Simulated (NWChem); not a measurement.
BAsH3OF; SMILES B(F)(O)[AsH2]

```xyz
7

B      0.0064     1.0557     0.0036
As     0.0104    -1.0159    -0.0492
H     -0.8241    -1.1041     1.2374
H      1.3380    -1.1371     0.7233
F     -1.1790     1.6757    -0.0048
O      1.1048     1.8520    -0.0480
H      1.9361     1.3476    -0.0191
```
Atoms are numbered in this order, from 1.

Level: PBE-D3(BJ)/def2-SVP (NWChem), optimised geometry, unscaled harmonic frequencies. 

**Question.** List the harmonic frequencies with IR intensities, and the thermochemistry.

**Answer.** 
```csv
frequency (cm⁻¹),IR intensity (km/mol)
107,0.7
215,7.4
292,2.1
402,28.3
551,64.8
569,10.6
653,10.7
667,6.4
942,100.6
958,79.4
1202,396.4
1401,183.1
2123,87.7
2154,72.8
3769,71.5
```

The zero-point energy comes out as 22.9 kcal/mol. The thermal correction to the enthalpy at 298.15 K (with zero-point energy) comes out as 27.0 kcal/mol, the heat capacity Cv comes out as 18.1 cal/(mol K) and the entropy at 298.15 K and 1 atm (symmetry number 1) comes out as 76.5 cal/(mol K). The dipole moment is 2.08 D.

Rigid rotor and harmonic oscillator.
